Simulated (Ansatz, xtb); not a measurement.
Relative energy of two isomers of C4H5Br

Structure a: `C=C/C=C\Br`, a singlet. Structure b: `C=C/C=C/Br`, a singlet. Both are isolated molecules in the gas phase, relaxed with B3LYP/def2-SVP; the shapes shown needn't be the lowest conformers.

a (Å):

```xyz
10

C    -2.6124   -0.3115   -0.6239
C    -2.0569    0.8734   -0.3182
C    -1.0883    1.0579    0.7509
C    -0.4839    2.1974    1.1267
Br   -0.7621    3.8943    0.3231
H    -2.3599   -1.2225   -0.0718
H    -3.3373   -0.4079   -1.4359
H    -2.3324    1.7648   -0.8910
H    -0.8114    0.1651    1.3253
H     0.2347    2.2409    1.9461
```

b (Å):

```yaml
atoms:
  - { symbol: C, position_ang: [-2.5804, -0.5134, -0.3633] }
  - { symbol: C, position_ang: [-2.2991, 0.7404, 0.0301] }
  - { symbol: C, position_ang: [-0.9579, 1.2174, 0.3409] }
  - { symbol: C, position_ang: [-0.7010, 2.4758, 0.7320] }
  - { symbol: Br, position_ang: [1.0339, 3.1099, 1.1389] }
  - { symbol: H, position_ang: [-1.7944, -1.2669, -0.4748] }
  - { symbol: H, position_ang: [-3.6035, -0.8251, -0.5858] }
  - { symbol: H, position_ang: [-3.1140, 1.4672, 0.1303] }
  - { symbol: H, position_ang: [-0.1331, 0.5031, 0.2459] }
  - { symbol: H, position_ang: [-1.4739, 3.2390, 0.8477] }
```

Quicker runs give these differences E(b) − E(a): GFN2-xTB −0.019 eV; HF/STO-3G −0.014 eV (at GFN2-xTB geometries); r2SCAN-D4/def2-SVP +0.019 eV (at GFN2-xTB geometries).

Problem. Estimate which is lower in electronic energy at CCSD(T)/def2-SVP + ΔMP2/def2-TZVPP, and by roughly how much.

Solution. CCSD(T)/def2-SVP + ΔMP2/def2-TZVPP gives E(b) − E(a) = +0.012 eV, slightly favouring structure a, which is too small a margin to settle the true order.

Level by level:

```json
{"level": "GFN2-xTB", "geometry": "GFN2-xTB", "E(b) − E(a) (eV)": "−0.019", "departure from the last row (eV)": "−0.032", "job, with rough time for the two": "optimisation, 0.11 s"}
{"level": "HF/STO-3G", "geometry": "GFN2-xTB", "E(b) − E(a) (eV)": "−0.014", "departure from the last row (eV)": "−0.026", "job, with rough time for the two": "single point, 0.49 s"}
{"level": "r2SCAN-D4/def2-SVP", "geometry": "GFN2-xTB", "E(b) − E(a) (eV)": "+0.019", "departure from the last row (eV)": "+0.006", "job, with rough time for the two": "single point, 5.8 s"}
{"level": "B3LYP/def2-SVP", "geometry": "B3LYP/def2-SVP", "E(b) − E(a) (eV)": "+0.004", "departure from the last row (eV)": "−0.008", "job, with rough time for the two": "optimisation, 31 s"}
{"level": "HF/def2-SVP", "geometry": "B3LYP/def2-SVP", "E(b) − E(a) (eV)": "−0.005", "departure from the last row (eV)": "−0.017", "job, with rough time for the two": "part of the CCSD(T) run"}
{"level": "MP2/def2-SVP", "geometry": "B3LYP/def2-SVP", "E(b) − E(a) (eV)": "+0.010", "departure from the last row (eV)": "−0.002", "job, with rough time for the two": "part of the CCSD(T) run"}
{"level": "CCSD(T)/def2-SVP", "geometry": "B3LYP/def2-SVP", "E(b) − E(a) (eV)": "+0.007", "departure from the last row (eV)": "−0.006", "job, with rough time for the two": "single point"}
{"level": "CCSD(T)/def2-SVP + ΔMP2/def2-TZVPP", "geometry": "B3LYP/def2-SVP", "E(b) − E(a) (eV)": "+0.012", "departure from the last row (eV)": "", "job, with rough time for the two": "single point, 72 s"}
```

As drawn, both hold the same kinds of bond in the same numbers.

The largest departure from CCSD(T)/def2-SVP + ΔMP2/def2-TZVPP is that of GFN2-xTB, 0.032 eV. The last row adds to CCSD(T) the change of the MP2 difference between the two basis sets, here +0.006 eV.

With thermal terms from frequencies at re-optimised GFN2-xTB minima (ideal gas, soft modes damped towards free rotors, one conformer each, 298.15 K, 1 atm): the zero-point term adds −0.005 eV; ΔH is +0.012 and ΔG +0.010 eV.

The correlated steps freeze 13 core orbitals; the filled d shell of Br is correlated, in a basis made for valence electrons. Programs: Ansatz 0.2.0, xtb 6.7.1; the last row on 2 threads of Arm Neoverse V1 on a shared host.
